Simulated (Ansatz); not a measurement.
`[SiH3][GeH2][Cl]` + NH₃ → `[NH2][GeH2][Cl]` + SiH₄  (cleavage of the Ge–Si bond)

Program: Ansatz. Geometries: PBE0-D4/def2-TZVP. ΔE: electronic, gas phase. CCSD(T)/CBS is the MP2 limit (def2-TZVPP, def2-QZVPP) plus CCSD(T) − MP2 in def2-TZVPP, frozen cores. This one scheme is used for every species. DFT in def2-TZVPP. B3LYP here is the variant with VWN-RPA as its local correlation; programs differ in this. HSE06 is defined as in plane-wave codes. For Ge outer-core shells are correlated without core-valence functions, which leaves a few kJ/mol of doubt a bond. Scalar relativity is left out up to krypton. Each species was taken in one conformer, which may not be the lowest.

`[SiH3][GeH2][Cl]`:

Z-matrix (Å, degrees):
```
Si
Ge 1 2.380
H 1 1.484 2 108.9
H 1 1.487 2 109.5 3 119.9
H 1 1.484 2 108.9 3 -120.1
Cl 2 2.169 1 106.5 3 60.1
H 2 1.537 1 114.0 3 176.6
H 2 1.537 1 114.0 3 -56.5
```

NH₃:

```xyz
4

N     0.129    0.155   -0.197
H     0.244    0.550    0.729
H    -0.867    0.083   -0.367
H     0.494   -0.788   -0.165
```

`[NH2][GeH2][Cl]`:

Cartesian coordinates in Å:
```
N -1.071 -0.378 0.377
Ge 0.409 0.484 -0.234
Cl 2.154 -0.811 -0.344
H -1.005 -0.717 1.327
H -1.405 -1.124 -0.216
H 0.773 1.592 0.756
H 0.146 0.953 -1.666
```

SiH₄:

Z-matrix (Å, degrees):
```
Si
H 1 1.485
H 1 1.485 2 109.5
H 1 1.485 2 109.5 3 -120.0
H 1 1.485 2 109.5 3 120.0
```

```json
{"level": "LDA (SPW92)", "ΔE (kJ/mol)": "6.9", "difference from CCSD(T)/CBS": "6.0"}
{"level": "PBE-D4", "ΔE (kJ/mol)": "11.2", "difference from CCSD(T)/CBS": "10.3"}
{"level": "BLYP-D4", "ΔE (kJ/mol)": "2.3", "difference from CCSD(T)/CBS": "1.4"}
{"level": "r2SCAN-D4", "ΔE (kJ/mol)": "2.5", "difference from CCSD(T)/CBS": "1.6"}
{"level": "B97M-V", "ΔE (kJ/mol)": "1.8", "difference from CCSD(T)/CBS": "0.9"}
{"level": "PBE0-D4", "ΔE (kJ/mol)": "8.9", "difference from CCSD(T)/CBS": "8.0"}
{"level": "B3LYP-D4", "ΔE (kJ/mol)": "1.4", "difference from CCSD(T)/CBS": "0.5"}
{"level": "r2SCANh-D4", "ΔE (kJ/mol)": "2.6", "difference from CCSD(T)/CBS": "1.7"}
{"level": "HSE06-D4", "ΔE (kJ/mol)": "9.0", "difference from CCSD(T)/CBS": "8.1"}
{"level": "BHLYP-D4", "ΔE (kJ/mol)": "-1.8", "difference from CCSD(T)/CBS": "-2.7"}
{"level": "CAM-B3LYP-D4", "ΔE (kJ/mol)": "-4.4", "difference from CCSD(T)/CBS": "-5.3"}
{"level": "ωB97X-V", "ΔE (kJ/mol)": "-2.6", "difference from CCSD(T)/CBS": "-3.5"}
{"level": "ωB97M-V", "ΔE (kJ/mol)": "-1.9", "difference from CCSD(T)/CBS": "-2.8"}
{"level": "B2PLYP", "ΔE (kJ/mol)": "-4.8", "difference from CCSD(T)/CBS": "-5.7"}
{"level": "PBE-QIDH", "ΔE (kJ/mol)": "-0.4", "difference from CCSD(T)/CBS": "-1.3"}
{"level": "revPBE", "ΔE (kJ/mol)": "10.1", "difference from CCSD(T)/CBS": "9.2"}
{"level": "BLYP", "ΔE (kJ/mol)": "0.2", "difference from CCSD(T)/CBS": "-0.7"}
{"level": "PBE0", "ΔE (kJ/mol)": "7.4", "difference from CCSD(T)/CBS": "6.5"}
{"level": "B3LYP", "ΔE (kJ/mol)": "-1.1", "difference from CCSD(T)/CBS": "-2.0"}
{"level": "r2SCANh", "ΔE (kJ/mol)": "2.1", "difference from CCSD(T)/CBS": "1.2"}
{"level": "r2SCAN0", "ΔE (kJ/mol)": "1.9", "difference from CCSD(T)/CBS": "1.0"}
{"level": "HSE06", "ΔE (kJ/mol)": "7.3", "difference from CCSD(T)/CBS": "6.4"}
{"level": "BHLYP", "ΔE (kJ/mol)": "-6.0", "difference from CCSD(T)/CBS": "-6.9"}
{"level": "CAM-B3LYP", "ΔE (kJ/mol)": "-6.3", "difference from CCSD(T)/CBS": "-7.2"}
{"level": "RPA@PBE/def2-TZVPP", "ΔE (kJ/mol)": "-6.1", "difference from CCSD(T)/CBS": "-7.0"}
{"level": "HF/def2-SVP", "ΔE (kJ/mol)": "-19.3", "difference from CCSD(T)/CBS": "-20.2"}
{"level": "MP2/def2-SVP", "ΔE (kJ/mol)": "-18.8", "difference from CCSD(T)/CBS": "-19.7"}
{"level": "CCSD/def2-SVP", "ΔE (kJ/mol)": "-14.3", "difference from CCSD(T)/CBS": "-15.2"}
{"level": "CCSD(T)/def2-SVP", "ΔE (kJ/mol)": "-14.2", "difference from CCSD(T)/CBS": "-15.1"}
{"level": "HF/def2-TZVPP", "ΔE (kJ/mol)": "-15.9", "difference from CCSD(T)/CBS": "-16.8"}
{"level": "MP2/def2-TZVPP", "ΔE (kJ/mol)": "-8.1", "difference from CCSD(T)/CBS": "-9.0"}
{"level": "SCS-MP2/def2-TZVPP", "ΔE (kJ/mol)": "-11.4", "difference from CCSD(T)/CBS": "-12.3"}
{"level": "CCSD/def2-TZVPP", "ΔE (kJ/mol)": "-4.7", "difference from CCSD(T)/CBS": "-5.6"}
{"level": "CCSD(T)/def2-TZVPP", "ΔE (kJ/mol)": "-4.1", "difference from CCSD(T)/CBS": "-5.0"}
{"level": "HF/def2-QZVPP", "ΔE (kJ/mol)": "-15.8", "difference from CCSD(T)/CBS": "-16.7"}
{"level": "MP2/def2-QZVPP", "ΔE (kJ/mol)": "-5.2", "difference from CCSD(T)/CBS": "-6.1"}
{"level": "SCS-MP2/def2-QZVPP", "ΔE (kJ/mol)": "-9.0", "difference from CCSD(T)/CBS": "-9.9"}
{"level": "HF/CBS(def2)", "ΔE (kJ/mol)": "-15.8", "difference from CCSD(T)/CBS": "-16.7"}
{"level": "MP2/CBS(def2)", "ΔE (kJ/mol)": "-3.1", "difference from CCSD(T)/CBS": "-4.0"}
{"level": "CCSD/CBS(def2)", "ΔE (kJ/mol)": "0.3", "difference from CCSD(T)/CBS": "-0.6"}
{"level": "CCSD(T)/CBS", "ΔE (kJ/mol)": "0.9", "difference from CCSD(T)/CBS": "0"}
```

Largest T1 diagnostic among the species: 0.011.

In def2-TZVPP, CCSD(T) changes the Hartree–Fock value by +11.7 kJ/mol (the triples alone add +0.6 kJ/mol) and MP2 by +7.8 kJ/mol. From BLYP to BHLYP (50 % exact exchange), in def2-TZVPP and without D4, ΔE moves by −6.2 kJ/mol. At CCSD(T), def2-SVP lies −15.1 kJ/mol from the extrapolated value and def2-TZVPP −5.0 kJ/mol.
